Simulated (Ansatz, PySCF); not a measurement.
H₂BFO₂, singlet, geometry from GFN2-xTB. Base run: CASSCF(2,4)/cc-pVDZ run with PySCF.

PySCF was given this input:
```python
from pyscf import gto, scf, mcscf
import numpy

mol = gto.Mole()
mol.atom = '''
    B    -0.051595   -0.005556    0.010717
    F     1.269740    0.136724   -0.263732
    O    -0.417608   -0.736012    1.064566
    H     0.299629   -1.120068    1.568313
    O    -0.943826    0.589415   -0.781790
    H    -0.577850    1.090110   -1.510525
'''
mol.basis = 'cc-pvdz'
mol.charge = 0
mol.spin = 0
mol.verbose = 4
mol.build()

mf = scf.RHF(mol)
mf.kernel()
mc = mcscf.CASSCF(mf, 4, 2)
mc.fix_spin_(ss=0.0)
mc.kernel()
occ = numpy.linalg.eigvalsh(mc.fcisolver.make_rdm1(mc.ci, mc.ncas, mc.nelecas))[::-1]
ss = mc.fcisolver.spin_square(mc.ci, mc.ncas, mc.nelecas)[0]
print('natural occupations', occ.round(4), ' <S^2>', round(ss, 4))
```

Programs used: Ansatz (a program for electronic structure), PySCF; a row that names a program was run with it.

The base run was repeated with changes; each row names its change, and settings that it needs were set with it.

```tsv
change	ΔE vs base (kcal/mol)	natural occupations	<S^2> of the state
base	0.000	1.99 0.01 0.00 0.00	0.00
active space = 10 electrons, 9 orbitals	-62.22	2.00 1.98 1.98 1.98 1.98 0.02 0.02 0.02 0.02	0.00
state_average = 2 states	1.45	-	-
orbitals = fixed (CASCI)	4.15	2.00 0.00 0.00 0.00	0.00
correction = SC-NEVPT2	-396.5	1.99 0.01 0.00 0.00	0.00
code = ansatz	-11.16	-	-
fix_spin_ = off	0.000	1.99 0.01 0.00 0.00	0.00
solver = newton	0.000	1.99 0.01 0.00 0.00	0.00
active space = 4 electrons, 5 orbitals	-27.45	1.98 1.98 0.02 0.02 0.00	0.00
code = ansatz; correction = SC-NEVPT2, all electrons	-399.6	-	-
active space = 6 electrons, 8 orbitals	-43.17	1.99 1.98 1.98 0.02 0.02 0.01 0.00 0.00	0.00
```

Active orbitals are taken around the Fermi level unless the row says otherwise; CASSCF can end in different local minima, and two programs can end on different orbitals. State-averaged rows give the lowest state.
